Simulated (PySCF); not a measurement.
A species of formula C2H7NOSi2 has this rotational fingerprint, computed with PBE0-D3(BJ)/def2-SVP geometry optimisation, gas phase in PySCF 2.14.0:

| Property | Result |
| --- | --- |
| Rotational constants | A = 7842, B = 889.7, C = 818.8 MHz |
| Dipole components | \|μa\| = 4.17 D, \|μb\| = 0.79 D, \|μc\| = 0.05 D |
| Inertial defect | -15.24 u·Å² |
| κ | -0.98 |

Problem. Which candidate fits, each taken in the one conformer that was computed?
A. `[CH3:1][O:2][SiH2:3][SiH2:4][C:5]#[N:6]` with C1–O2–Si3–Si4 179°, O2–Si3–Si4–C5 178°
B. `[CH:1]#[C:2][Si@H:3]([OH:4])[SiH2:5][NH2:6]` with C2–Si3–O4–H 53°, C2–Si3–Si5–N6 -67°, Si3–Si5–N6–H 166° and -54°

Solution. A. It is CO[SiH2][SiH2]C#N, a near-prolate asymmetric top. The candidates at the same level (rigid rotor, commonest isotopes):

```tsv
SMILES	A (MHz)	B (MHz)	C (MHz)	μa (D)	μb (D)	μc (D)	Δ (u·Å²)	point group	rotor
CO[SiH2][SiH2]C#N	7842	889.7	818.8	4.17	0.79	0.05	-15.24	–	near-prolate asymmetric top
C#C[Si@H](O)[SiH2]N	2790	1519	1089	0.06	1.02	0.93	-49.76	C1	asymmetric top
```

`C#C[Si@H](O)[SiH2]N` has B 71 % too high. No structure here is proved a minimum.
